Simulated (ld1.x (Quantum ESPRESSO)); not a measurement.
Configuration tests for potassium (TM)

```
Element                 : K
Generator               : ld1.x (Quantum ESPRESSO) 7.5
Type                    : norm-conserving Troullier–Martins (Kleinman–Bylander form)
Functional              : PBE
Relativity              : fully relativistic
Frozen core             : [Ne]
Valence charge          : 9
Reference configuration : 3s2 3p6 3d0 4s0 4p0 (charge +1)
Partial waves           : 3s (bound): rc 2.15 bohr; 3p (bound): rc 1.65 bohr; 3d (bound, empty): rc 4.20 bohr
Local potential         : all-electron potential smoothed inside 2.95 bohr (lloc = -1)
Core correction         : none
```

Open shells are filled in proportion to 2j + 1 (rel_dist='average').

Energies are relative to the spin-unpolarised reference configuration 3s2 3p6 3d0 4s0 4p0; without spin polarisation the order of configurations can differ from experiment. The frozen-core shift is the all-electron ΔE with the core orbitals held at their reference shape minus the fully relaxed ΔE.

Question: Give the all-electron excitation energy and the error of the potential for: 3s2 3p6 3d0 4s1 4p0; 3s2 3p6 3d0 4s0.5 4p0; 3s2 3p6 3d0 4s0 4p1; 3s2 3p6 3d0.5 4s0.5 4p0; 3s1 3p6 3d0 4s1 4p0; 3s2 3p5 3d0 4s1 4p0; 3s2 3p6 3d1 4s0 4p0.

Answer:

```json
{"valence configuration": "3s2 3p6 3d0 4s1 4p0", "charge": "0", "ΔE all-electron (eV)": "-4.314", "error AE − PS (meV)": "-90", "frozen-core shift (meV)": "0.0"}
{"valence configuration": "3s2 3p6 3d0 4s0.5 4p0", "charge": "+0.5", "ΔE all-electron (eV)": "-2.673", "error AE − PS (meV)": "-61", "frozen-core shift (meV)": "0.0"}
{"valence configuration": "3s2 3p6 3d0 4s0 4p1", "charge": "0", "ΔE all-electron (eV)": "-2.761", "error AE − PS (meV)": "-36", "frozen-core shift (meV)": "0.0"}
{"valence configuration": "3s2 3p6 3d0.5 4s0.5 4p0", "charge": "0", "ΔE all-electron (eV)": "-3.096", "error AE − PS (meV)": "-51", "frozen-core shift (meV)": "+0.1"}
{"valence configuration": "3s1 3p6 3d0 4s1 4p0", "charge": "+1", "ΔE all-electron (eV)": "37.679", "error AE − PS (meV)": "-415", "frozen-core shift (meV)": "+2.1"}
{"valence configuration": "3s2 3p5 3d0 4s1 4p0", "charge": "+1", "ΔE all-electron (eV)": "20.616", "error AE − PS (meV)": "-256", "frozen-core shift (meV)": "+1.9"}
{"valence configuration": "3s2 3p6 3d1 4s0 4p0", "charge": "0", "ΔE all-electron (eV)": "-1.858", "error AE − PS (meV)": "+3.0", "frozen-core shift (meV)": "0.0"}
```
